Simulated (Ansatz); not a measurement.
`[F][Cd][SH]` + H₂S → `[SH][Cd][SH]` + H–F at 600 K and 1 bar (ligand exchange at a Cd–F bond).

Program: Ansatz. Geometries: PBE0-D4/def2-TZVP. ΔE: electronic, gas phase. CBS: MP2 limit from def2 TZ/QZ plus the TZ coupled-cluster correction, frozen cores. This one scheme is used for every species. Elements past krypton have def2 core potentials. For Cd outer-core shells are correlated without core-valence functions, which leaves a few kJ/mol of doubt a bond. Each species was taken in one conformer, which may not be the lowest.

| species | CCSD(T)/CBS energy (Eh) | H − E (kJ/mol) | S (J/(mol·K)) |
| --- | --- | --- | --- |
| `[F][Cd][SH]` | -665.92675 | 63.3 | 352.0 |
| H₂S | -398.97279 | 60.8 | 230.9 |
| `[SH][Cd][SH]` | -964.52576 | 89.9 | 385.9 |
| H–F | -100.39570 | 42.3 | 194.0 |

H − E and S are ideal-gas, rigid-rotor, harmonic terms from PBE0-D4/def2-TZVP, for one conformer and one mirror image of each species. 1 Eh = 2625.50 kJ/mol, R = 8.31446 J/(mol·K).

By hand: ΔE, ΔH, ΔS and ΔG.

ΔE = (-964.52576) + (-100.39570) − (-665.92675) − (-398.97279) = -0.02192 Eh = -57.6 kJ/mol. Δ(H − E) = 89.9 + 42.3 − 63.3 − 60.8 = 8.1, so ΔH = -49.5 kJ/mol. ΔS = 385.9 + 194.0 − 352.0 − 230.9 = -3.0 J/(mol·K). ΔG = -49.5 − 600 × (-3.0)/1000 = -47.7 kJ/mol.

By hand: the equilibrium constant, and the temperature at which ΔG would vanish if ΔH and ΔS stayed fixed.

log₁₀ K = −ΔG/(RT ln 10) = 4.2. ΔG = 0 at ΔH/ΔS = 16500 K, far beyond where these terms or the molecules hold.

The number of gas molecules stays the same, so ΔS is small and ΔH decides. A doubt of 5 kJ/mol in ΔE shifts log₁₀ K by 0.4 here. Other conformers and mirror images would add mixing entropy, several J/(mol·K) or more a flexible species. These are equilibria of isolated gas molecules and say nothing of rates. Largest T1 diagnostic: 0.016 (customary marks: 0.02 for closed shells, 0.045 for open ones).
